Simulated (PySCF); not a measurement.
**Spin-rotation constants: SMILES CC(=O)Oc1ccsc1, C$_{6}$H$_{6}$O$_{2}$S**

Molfile (atoms numbered from 1):
```
C6H6O2S
     RDKit          3D

 15 15  0  0  0  0  0  0  0  0999 V2000
    2.7872   -0.7622   -0.2112 C   0  0  0  0  0  0  0  0  0  0  0  0
    1.3620   -0.6166   -0.6755 C   0  0  0  0  0  0  0  0  0  0  0  0
    0.9490   -0.9431   -1.7550 O   0  0  0  0  0  0  0  0  0  0  0  0
    0.6242   -0.0522    0.2932 O   0  0  0  0  0  0  0  0  0  0  0  0
   -0.7164    0.2291    0.1442 C   0  0  0  0  0  0  0  0  0  0  0  0
   -1.4107    0.8027    1.2452 C   0  0  0  0  0  0  0  0  0  0  0  0
   -2.7152    1.0270    0.9612 C   0  0  0  0  0  0  0  0  0  0  0  0
   -3.1197    0.5487   -0.6391 S   0  0  0  0  0  0  0  0  0  0  0  0
   -1.5113    0.0322   -0.9443 C   0  0  0  0  0  0  0  0  0  0  0  0
    2.8207   -0.9499    0.8577 H   0  0  0  0  0  0  0  0  0  0  0  0
    3.2677   -1.5663   -0.7601 H   0  0  0  0  0  0  0  0  0  0  0  0
    3.3152    0.1673   -0.4177 H   0  0  0  0  0  0  0  0  0  0  0  0
   -0.9345    1.0255    2.1816 H   0  0  0  0  0  0  0  0  0  0  0  0
   -3.4703    1.4451    1.5952 H   0  0  0  0  0  0  0  0  0  0  0  0
   -1.2524   -0.3795   -1.8972 H   0  0  0  0  0  0  0  0  0  0  0  0
  1  2  1  0
  2  3  2  0
  2  4  1  0
  4  5  1  0
  5  6  1  0
  6  7  2  0
  7  8  1  0
  8  9  1  0
  9  5  2  0
  1 10  1  0
  1 11  1  0
  1 12  1  0
  6 13  1  0
  7 14  1  0
  9 15  1  0
M  END
```

Theory: GIAO CAM-B3LYP/pcSseg-1 magnetisability, rotational g tensor and spin-rotation constants, non-relativistic, gas phase in PySCF 2.14.0. Geometry: GFN2-xTB.

(1) Give the nuclear spin-rotation constants along the inertial axes (H = +C I·J) beside the isotropic shieldings.

## Answers

(1) Rotational constants 4.1172, 0.8072, 0.6778 GHz. A star marks the isotopologue with that one atom substituted, in its own axes.
```csv
atom,isotope,Caa (kHz),Cbb (kHz),Ccc (kHz),mean (kHz),σ (ppm)
H10,1H,-0.443,-0.003,-0.054,-0.166,29.5
H11,1H,-0.118,-0.058,-0.062,-0.080,29.7
H12,1H,-0.385,-0.094,0.015,-0.155,29.2
H13,1H,-0.381,0.076,-0.074,-0.126,24.8
H14,1H,0.200,-0.035,-0.077,0.029,24.7
H15,1H,-0.228,0.055,-0.065,-0.080,23.6
C1,13C*,0.521,0.122,0.123,0.255,160.3
C2,13C*,2.235,0.273,0.183,0.897,7.6
O3,17O*,-2.171,-0.534,-0.058,-0.921,-122.9
O4,17O*,-1.083,-0.278,-0.086,-0.482,98.3
C5,13C*,2.013,0.280,0.157,0.817,27.9
C6,13C*,1.403,0.355,0.103,0.621,57.0
C7,13C*,1.714,0.338,0.091,0.714,48.5
S8,33S*,1.676,0.284,0.201,0.721,292.6
C9,13C*,1.635,0.310,0.094,0.680,60.7
```
For the geometry as given, no vibrational averaging.
